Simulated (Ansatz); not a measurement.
## BBr2F (dibromofluoroborane): a line through the functionals

BBr2F: 4 atoms, total charge 0, spin state singlet. SMILES: `FB(Br)Br`. Geometry: relaxed at PBE0-D4/def2-TZVP.

The vertical energy of the triplet above the singlet y, in eV, basis cc-pVDZ; a is the functional's share of exact exchange. Programs: Ansatz 0.2.0.

| functional | program | a | y (eV) |
| --- | --- | --- | --- |
| PBE | Ansatz | 0 | 5.43 |
| revPBE | Ansatz | 0 | 5.43 |
| B3LYP | Ansatz | 0.2 | 5.71 |
| r2SCAN0 | Ansatz | 0.25 | ? |
| PBE0 | Ansatz | 0.25 | 5.74 |
| BHLYP | Ansatz | 0.5 | 6.05 |

Task: Fit y = c + s·a to the known rows and predict r2SCAN0.

Result: 
1. Means of the 5 rows: a = 0.1900, y = 5.672.
2. Σ(Δa)² = 0.172, Σ(Δa·Δy) = 0.2136, so the slope is 0.2136/0.172 = 1.2419.
3. Intercept: 5.672 − (1.2419) × 0.1900 = 5.436. The largest residual of the fit is 0.026.
4. r2SCAN0: 5.436 + (1.2419) × 0.25 = 5.75 eV.

The run gave 5.81 eV, so the prediction is off by -0.06 eV, more than the largest residual. The rows mix families of semi-local functionals, which the line can't see. Spin-orbit coupling is left out.
